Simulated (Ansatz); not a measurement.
Geometry optimisation, RKS B3LYP-D4/def2-SVP (Ansatz 0.2.0).

The input (input.yaml):

```yaml
crystal:
  periodic: [false, false, false]
  atoms:
    - { symbol: C, position_ang: [-0.8372, -0.06, -0.8305] }
    - { symbol: B, position_ang: [0.3483, -0.5374, 0.0033] }
    - { symbol: O, position_ang: [0.7367, -1.9297, -0.0965] }
    - { symbol: Sb, position_ang: [1.541, 0.8908, 1.3229] }
    - { symbol: H, position_ang: [-1.3103, -0.8552, -1.4563] }
    - { symbol: H, position_ang: [-1.6619, 0.3961, -0.1567] }
    - { symbol: H, position_ang: [-0.21853, 0.34201, 0.52698] }
    - { symbol: H, position_ang: [0.298, -2.3721, 0.6256] }
    - { symbol: H, position_ang: [-0.0321, 1.5256, 2.0359] }
    - { symbol: H, position_ang: [1.5257, 2.0957, 0.0766] }
basis:
  gaussian: { orbitals: def2-SVP }
hamiltonian:
  xc: b3lyp
  dispersion: d4
relax:
  f_tol: 0.02
  max_steps: 50
```

Launched with:

```bash
$ ansatz run input.yaml --threads 2 --pin off --max-ram 3072MiB --backend cpu --events-out ev --progress --plain --runs-dir out
```

Where does it end, and by what steps?

The run converged. The force dipped under the threshold on the way, but the program's further checks kept it going. After 41 steps the energy has fallen by 5.021 eV; H7 moved furthest, 1.76 Å. Parted: B2–H7 (1.17 → 2.22 Å). Joined: C1–H7 (1.55 → 1.10 Å).

```csv
step,energy less start (eV),largest force component (eV/Å),accepted
0,0.0000,3.488,yes
2,-1.7858,1.240,yes
4,-2.4790,1.014,yes
6,-3.3343,1.645,yes
8,-4.1838,0.897,yes
10,-4.7474,1.330,yes
12,-4.8509,1.249,no
14,-4.9490,0.214,yes
16,-4.9656,0.048,yes
18,-4.9673,0.052,yes
20,-4.9676,0.071,no
22,-4.9696,0.008,yes
24,-4.9709,0.199,no
26,-4.9745,0.080,yes
28,-4.9751,0.354,no
30,-4.9882,0.060,yes
32,-4.9946,0.267,yes
34,-5.0147,0.039,yes
36,-5.0184,0.132,yes
38,-5.0211,0.061,yes
40,-5.0211,0.036,no
41,-5.0212,0.011,yes
```

```xyz
10
Properties=species:S:1:pos:R:3
C -1.196 -0.427 -0.089
B 0.340 -0.441 0.253
O 1.200 -1.373 -0.217
Sb 1.279 1.078 1.689
H -1.539 -1.311 -0.656
H -1.427 0.473 -0.687
H -1.808 -0.343 0.826
H 0.781 -2.034 -0.789
H 0.254 2.360 1.159
H 2.506 1.514 0.564
```

The run took 48 s on 2 threads of AMD EPYC 9R45 96-Core Processor (Zen 5), with other jobs on the host, peak memory 0.24 GiB.
